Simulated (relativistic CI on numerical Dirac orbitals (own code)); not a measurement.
## Hyperfine structure of Pm13+, mass number 147

Method of calculation: Dirac-Coulomb-Breit CI, KLI orbitals optimised for each configuration, a model potential for QED, unscaled Slater integrals (own radial code, finite nucleus).

Configuration list (outside the closed core [Kr]): 4d10 5s2, 4d10 5s 4f, 4d10 5s 5p, 4d10 5s 5d, 4d10 4f 5d, 4d10 5s 5f, 4d10 5p 5d, 4d9 5s2 4f, 4d10 5s 5g, 4d10 4f2, 4d9 4f3, 4d10 4f 5p, 4d9 4f2 5p, 4d10 5p2, 4d9 4f 5p2. Double excitations out of closed p, d and f shells are left out; levels of such configurations are missing from the list, as are those of other unlisted configurations, and high levels can miss mixing partners.

Nuclear spin I = 7/2, μ = 2.58 μN, Q = 0.74 b (tables of Stone and Pyykkö). The electronic factors are computed for point nuclear moments, without core polarisation or the Bohr-Weisskopf and QED corrections.

| Level | E (eV) | A (MHz) | B (MHz) |
| --- | --- | --- | --- |
| 4d10 5s 4f 3F°_2 | 1.6529 | -14850 | 730 |
| 4d10 5s 4f 3F°_3 | 1.8399 | 11160 | 814 |
| 4d10 5s 4f 3F°_4 | 2.2805 | 12330 | 1040 |
| 4d10 5s 4f 1F°_3 | 3.0983 | -5910 | 1040 |
| 4d10 4f2 3H_4 | 9.0365 | 833.2 | 869 |
| 4d10 4f2 3H_5 | 9.5133 | 606.1 | 903 |
| 4d10 4f2 3H_6 | 10.0039 | 474.9 | 1000 |
| 4d10 4f2 3F_2 | 10.2458 | 795.3 | -249 |

Levels with J = 0, under 50 % of one LS term, or S terms without an open s electron are left out. Small factors come from cancelling terms and can be off by tens of per cent or more.

At this charge transitions that keep the count of f electrons are usually good to a few per cent. Terms inside the open d or f shell come out 10 to 20 % too wide with unscaled integrals. Levels and lines within the n = 5 or 6 shells can be off by up to 10 % or somewhat more, and those that change n by about 2 %, since core polarisation is missing. Levels that differ in their count of f electrons can be misplaced by several ten thousand cm⁻¹, since the correlation energy of f electrons is missing or only estimated; rates across such gaps can be off by orders of magnitude.

Give the hyperfine levels of 4d10 5s 4f 3F°_2 relative to its centre of gravity.

With K = F(F + 1) − I(I + 1) − J(J + 1), E = AK/2 + B[¾K(K + 1) − I(I + 1)J(J + 1)]/[2I(2I − 1)J(2J − 1)]: F = 3/2: 134000, F = 5/2: 96590, F = 7/2: 44340, F = 9/2: -22520, F = 11/2: -103800 MHz.

LS names give the leading component of a level, which can be under half, so a name can repeat, a term be missing and a line seem to break the LS rules.
